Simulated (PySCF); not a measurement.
**Cost of excited-state runs on `C[C@@H]([Se-])[C@@H](O)C(F)F`, [C4H7F2OSe]-, charge -1**

Molfile (atoms numbered from 1):
```
C4H7F2OSe
     RDKit          3D

 15 14  0  0  0  0  0  0  0  0999 V2000
   -1.6723   -0.5530   -0.3409 C   0  0  0  0  0  0  0  0  0  0  0  0
   -0.7826    0.5907    0.0976 C   0  0  1  0  0  0  0  0  0  0  0  0
   -0.7675    0.7784    2.0678 Se  0  0  0  0  0  1  0  0  0  0  0  0
    0.6620    0.4948   -0.3956 C   0  0  1  0  0  0  0  0  0  0  0  0
    1.3915    1.6303   -0.0310 O   0  0  0  0  0  0  0  0  0  0  0  0
    1.3634   -0.7565    0.1473 C   0  0  0  0  0  0  0  0  0  0  0  0
    0.9623   -1.8867   -0.4998 F   0  0  0  0  0  0  0  0  0  0  0  0
    2.7044   -0.6953   -0.0776 F   0  0  0  0  0  0  0  0  0  0  0  0
   -1.3653   -1.4848    0.1276 H   0  0  0  0  0  0  0  0  0  0  0  0
   -2.6965   -0.3459   -0.0380 H   0  0  0  0  0  0  0  0  0  0  0  0
   -1.6368   -0.6723   -1.4256 H   0  0  0  0  0  0  0  0  0  0  0  0
   -1.1861    1.5382   -0.2759 H   0  0  0  0  0  0  0  0  0  0  0  0
    0.6823    0.4424   -1.4942 H   0  0  0  0  0  0  0  0  0  0  0  0
    1.1320    1.8164    0.8919 H   0  0  0  0  0  0  0  0  0  0  0  0
    1.2046   -0.8887    1.2246 H   0  0  0  0  0  0  0  0  0  0  0  0
  1  2  1  0
  2  3  1  0
  2  4  1  0
  4  5  1  0
  4  6  1  0
  6  7  1  0
  6  8  1  0
  1  9  1  0
  1 10  1  0
  1 11  1  0
  2 12  1  6
  4 13  1  6
  5 14  1  0
  6 15  1  0
M  CHG  1   3  -1
M  END
```

PySCF with density fitting, on 1 thread of an Arm Neoverse V2, shared host. Command: `OMP_NUM_THREADS=1 python excited_run.py task.json out`

(1) How long does this run take, and how much memory?
- circular dichroism and optical rotation, CAM-B3LYP/aug-cc-pVDZ; 8 states

Answers

(1) 
```tsv
run	level	basis functions	wall time	peak memory (GiB)
circular dichroism and optical rotation	CAM-B3LYP/aug-cc-pVDZ	260	3 min	1.3
```
Times from a shared host are rough.
